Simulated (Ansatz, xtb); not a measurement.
C3H2Al: where a starting geometry ends

The starting geometry of this gas-phase doublet was built from a drawn formula by distance geometry and a force field; its bonds are those of `[C]=[C]1[CH][AlH]1`.

```csv
atom,x (Å),y (Å),z (Å)
C,-2.6840,-1.5713,-1.8947
C,-1.8665,-0.6601,-1.4334
C,-0.5490,0.0844,-1.4958
Al,-1.3600,0.7913,-0.0209
H,0.2982,-0.6325,-1.1105
H,-1.5621,1.7291,1.2442
```

Predict what becomes of its bonds when it is optimised with r2SCAN-D4/def2-SVP.

A new bond forms, giving a structure given below by its coordinates. Contacts that close: C1–Al4 (3.29 → 2.02 Å).

The energy falls by 2.18 eV over 13 steps:

```
step  E − E(last) (eV)
   1             2.179
   2             1.645
   4             0.863
   5             0.748
   6             0.462
   8             0.117
   9             0.047
  10             0.007
  12             0.000
  13             0.000
```

Final geometry (Å):

```xyz
6

C    -2.8214   -0.7469   -1.2082
C    -1.5619   -0.8232   -1.5120
C    -0.3084   -0.2891   -1.2065
Al   -1.6981    0.5395   -0.1303
H     0.6637   -0.5388   -1.6328
H    -1.9972    1.5994    0.9787
```

From the same start GFN2-xTB reaches the same bonding as this run.

The end wasn't checked by frequencies. Open shells are spin-unrestricted. Run with Ansatz 0.2.0, 89 s on 1 thread of Arm Neoverse V1, with other jobs on the host.
